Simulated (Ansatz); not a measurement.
`CN[SiH2][GaH2]` → `[CH2]` (triplet) + `N[SiH2][GaH2]` at 600 K and 1 bar (formal loss of a carbene).

Gas-phase electronic energies from Ansatz, PBE0-D4/def2-TZVP geometries. CBS: MP2 limit from def2 TZ/QZ plus the TZ coupled-cluster correction, frozen cores. This one scheme is used for every species. Triplets are unrestricted, without spin–orbit coupling. For Ga outer-core shells are correlated without core-valence functions, which leaves a few kJ/mol of doubt a bond. Scalar relativity is left out up to krypton. One conformer a species, not always the lowest.

```
          species  CCSD(T)/CBS energy (Eh)  H − E (kJ/mol)  S (J/(mol·K))
 `CN[SiH2][GaH2]`              -2310.57822           291.4          477.5
`[CH2]` (triplet)                -39.09499            66.5          220.8
  `N[SiH2][GaH2]`              -2271.33200           204.7          423.5
```

H − E and S are ideal-gas, rigid-rotor, harmonic terms from PBE0-D4/def2-TZVP, for one conformer and one mirror image of each species, with the whole ground term of open shells counted as degenerate. 1 Eh = 2625.50 kJ/mol, R = 8.31446 J/(mol·K).

Problem. By hand: ΔE, ΔH, ΔS and ΔG.

Solution. ΔE = (-39.09499) + (-2271.33200) − (-2310.57822) = 0.15123 Eh = 397.1 kJ/mol. Δ(H − E) = 66.5 + 204.7 − 291.4 = -20.2, so ΔH = 376.9 kJ/mol. ΔS = 220.8 + 423.5 − 477.5 = 166.8 J/(mol·K). ΔG = 376.9 − 600 × (166.8)/1000 = 276.8 kJ/mol.

Problem. By hand: the equilibrium constant, and the temperature at which ΔG would vanish if ΔH and ΔS stayed fixed.

Solution. log₁₀ K = −ΔG/(RT ln 10) = -24.1. ΔG = 0 at ΔH/ΔS = 2260 K.

The number of gas molecules changes by +1, which sets the sign of ΔS. A doubt of 5 kJ/mol in ΔE shifts log₁₀ K by 0.4 here. Other conformers and mirror images would add mixing entropy, several J/(mol·K) or more a flexible species. A triplet takes part, so the spin changes. These are equilibria of isolated gas molecules and say nothing of rates. Largest T1 diagnostic: 0.012 (customary marks: 0.02 for closed shells, 0.045 for open ones).
